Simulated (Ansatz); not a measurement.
Reaction (formal exchange of groups at the In–Br bond): `C[O][InH][Br]` + CH₄ → `C[O][InH][CH3]` + HBr

Computed with Ansatz on PBE0-D4/def2-TZVP structures; ΔE is electronic, products minus reactants. CBS: MP2 limit from def2 TZ/QZ plus the TZ coupled-cluster correction, frozen cores. This one scheme is used for every species. Functionals use def2-TZVPP. B3LYP here is the variant with VWN-RPA as its local correlation; programs differ in this. HSE06 is defined as in plane-wave codes. def2 core potentials past Kr. For Br, In outer-core shells are correlated without core-valence functions, which leaves a few kJ/mol of doubt a bond. Scalar relativity is left out up to krypton. Each species was taken in one conformer, which may not be the lowest.

| level | ΔE (kJ/mol) | difference from CCSD(T)/CBS |
| --- | --- | --- |
| LDA (SPW92) | 154.0 | -12.5 |
| BLYP-D4 | 163.1 | -3.4 |
| B97M-V | 171.9 | 5.4 |
| HSE06-D4 | 167.2 | 0.7 |
| B2PLYP | 168.2 | 1.7 |
| PBE-QIDH | 169.3 | 2.8 |
| PBE | 161.3 | -5.2 |
| revPBE | 162.3 | -4.2 |
| BLYP | 164.1 | -2.4 |
| B3LYP | 168.5 | 2.0 |
| BHLYP | 176.6 | 10.1 |
| LC-ωPBE | 163.8 | -2.7 |
| RPA@PBE/def2-TZVPP | 151.9 | -14.6 |
| HF/def2-SVP | 189.7 | 23.2 |
| CCSD(T)/def2-TZVPP | 159.8 | -6.7 |
| HF/def2-QZVPP | 190.3 | 23.8 |
| CCSD(T)/CBS | 166.5 | 0 |

Largest T1 diagnostic among the species: 0.015.

From BLYP to BHLYP (50 % exact exchange), in def2-TZVPP and without D4, ΔE moves by +12.4 kJ/mol. In def2-TZVPP, CCSD(T) changes the Hartree–Fock value by −31.3 kJ/mol (the triples alone add −1.9 kJ/mol) and MP2 by −28.9 kJ/mol. At CCSD(T), def2-SVP lies +3.6 kJ/mol from the extrapolated value and def2-TZVPP −6.7 kJ/mol.
